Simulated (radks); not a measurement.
Task: Valence configurations of Tb IV (all share [Xe]). All-electron calculation, Dirac Kohn-Sham, PBE, spin-unpolarised, spherical densities, point nucleus; open shells fill j = l - 1/2 first. Program: a radial shooting solver on a logarithmic mesh with Libxc functionals. Order these by energy: 4f8; 4f7 5d1; 4f6 6s2; 4f6 5d2; 4f6 5d1 6p1; 4f6 6p2; 4f6.5 5d0.5 6p1; 4f5 5d2 6s1; 4f7 6p1; 4f5 5d1 6p2.

Result: From the lowest, in eV above it: 4f8 0.000; 4f7 5d1 11.146; 4f7 6p1 19.832; 4f6 5d2 27.844; 4f6.5 5d0.5 6p1 28.088; 4f6 5d1 6p1 37.828; 4f6 6s2 37.953; 4f6 6p2 49.200; 4f5 5d2 6s1 57.521; 4f5 5d1 6p2 75.927. NIST lists [Xe] 4f8 as the ground configuration; this level of theory agrees among the configurations tried. The energies are those of spherical spin-averaged densities, not of single terms.
